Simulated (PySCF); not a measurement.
Species: C5H14As2.
Numbering: `[CH3:1][CH2:2][CH2:3][AsH:4][CH2:5][CH2:6][AsH2:7]` (hydrogens: H8, H9, H10 on C1; H11, H12 on C2; H13, H14 on C3; H15 on As4; H16, H17 on C5; H18, H19 on C6; H20, H21 on As7)

Method: PBE0-D3(BJ)/def2-SVP geometry optimisation, gas phase (PySCF).

(1) What internal coordinates does the optimisation give?

Results:

(1) 
```json
{"bond": "C1–C2", "length (Å)": "1.521", "order": "single"}
{"bond": "C2–C3", "length (Å)": "1.525", "order": "single"}
{"bond": "C3–As4", "length (Å)": "1.986", "order": "single"}
{"bond": "As4–C5", "length (Å)": "1.985", "order": "single"}
{"bond": "C5–C6", "length (Å)": "1.520", "order": "single"}
{"bond": "C6–As7", "length (Å)": "1.982", "order": "single"}
{"bond": "C1–H8, C1–H9, C1–H10", "length (Å)": "1.101", "order": "single"}
{"bond": "C2–H11, C2–H12", "length (Å)": "1.104", "order": "single"}
{"bond": "C3–H13, C3–H14", "length (Å)": "1.102", "order": "single"}
{"bond": "As4–H15", "length (Å)": "1.530", "order": "single"}
{"bond": "C5–H16, C5–H17", "length (Å)": "1.103", "order": "single"}
{"bond": "C6–H18, C6–H19", "length (Å)": "1.103", "order": "single"}
{"bond": "As7–H20, As7–H21", "length (Å)": "1.527", "order": "single"}
```

Bonds in one row agree within 0.01 Å and their mean is given. Orders are formal, as drawn. A selection of angles:
```json
{"angle": "C2–C1–H8", "degrees": "111.8"}
{"angle": "H8–C1–H9", "degrees": "107.1"}
{"angle": "C1–C2–C3", "degrees": "114.3"}
{"angle": "C1–C2–H11", "degrees": "109.6"}
{"angle": "C3–C2–H11", "degrees": "109.6"}
{"angle": "C3–C2–H12", "degrees": "108.4"}
{"angle": "H11–C2–H12", "degrees": "105.2"}
{"angle": "C2–C3–As4", "degrees": "113.3"}
{"angle": "C2–C3–H13", "degrees": "110.7"}
{"angle": "C2–C3–H14", "degrees": "110.2"}
{"angle": "As4–C3–H13", "degrees": "108.8"}
{"angle": "As4–C3–H14", "degrees": "106.3"}
{"angle": "H13–C3–H14", "degrees": "107.2"}
{"angle": "C3–As4–C5", "degrees": "96.6"}
{"angle": "C3–As4–H15", "degrees": "94.6"}
{"angle": "C5–As4–H15", "degrees": "94.2"}
{"angle": "As4–C5–C6", "degrees": "114.5"}
{"angle": "As4–C5–H16", "degrees": "106.6"}
{"angle": "C6–C5–H16", "degrees": "110.2"}
{"angle": "H16–C5–H17", "degrees": "107.1"}
{"angle": "C5–C6–As7", "degrees": "118.1"}
{"angle": "C5–C6–H18", "degrees": "111.1"}
{"angle": "C5–C6–H19", "degrees": "110.2"}
{"angle": "As7–C6–H18", "degrees": "105.9"}
{"angle": "H18–C6–H19", "degrees": "105.9"}
{"angle": "C6–As7–H20", "degrees": "95.0"}
{"angle": "H20–As7–H21", "degrees": "91.9"}
```

Torsions: C1–C2–C3–As4 63° (synclinal); C2–C3–As4–C5 72° (synclinal); C3–As4–C5–C6 156° (antiperiplanar); As4–C5–C6–As7 63° (synclinal). The mirror-image conformer, all signs reversed, is as good.

As4 (arsenic bonded to 2 C and H) is pyramidal (angles 96.6°, 94.6° and 94.2°, sum 285.4°, 0.94 Å off the plane of its three neighbours). Of the pairs four or more bonds apart, As4···H21 is among the closest relative to their van der Waals radii: 2.96 Å, 97 % of the sum of Bondi's values. As7 (arsenic bonded to C and 2 H) is pyramidal (angles 95.9°, 95.0° and 91.9°, sum 282.8°, 0.88 Å off the plane of its three neighbours). All 3 As–C bonds measure 1.982 to 1.986 Å.

Point group: C1 (no symmetry element, even within 0.4 Å). No PBE0-D3(BJ)/def2-SVP frequencies stand behind this structure, so it isn't proved a minimum. The numbers are those of one conformer (C1–C2–C3–As4 63°, C2–C3–As4–C5 72°, C3–As4–C5–C6 156°, As4–C5–C6–As7 63°, C5–C6–As7–H 43° and -50°).
